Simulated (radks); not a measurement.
Ionisation of neutral arsenic, [Ar] 3d10 4s2 4p3, to [Ar] 3d10 4s2 4p2 as the strength of local exchange is varied. All-electron calculation, Dirac Kohn-Sham, Slater X-alpha exchange (alpha = 2/3 is LDA exchange), no correlation, spin-unpolarised, spherical densities, finite nucleus; open shells fill j = l - 1/2 first; Fermi nuclear charge, rms radius 4.0968 fm. Program: a radial shooting solver on a logarithmic mesh with Libxc functionals.

alpha  E(As) (hartree)  exchange (hartree)  IE (eV)  -e of the level emptied (eV)  <r> of it (bohr)
0.645      -2252.39429           -74.97311    7.831                 3.985 (4p3/2)             2.649
0.667      -2254.95297           -77.61880    8.022                 4.147 (4p3/2)             2.628
0.739      -2263.34722           -86.31790    8.662                 4.696 (4p3/2)             2.563
0.791      -2269.42915           -92.63909    9.139                 5.110 (4p3/2)             2.519
0.967      -2290.13463          -114.27290   10.838                 6.612 (4p3/2)             2.387

NIST Atomic Spectra Database: 9.789 eV (measured). The Delta-SCF value meets it near alpha = 0.86. Spin polarisation and multiplet splitting are left out, so open shells lie too high by an amount that depends on their filling.

Beside tabulated values, note that spin-unpolarised runs miss the spin-polarisation part of the exchange energy of open shells.
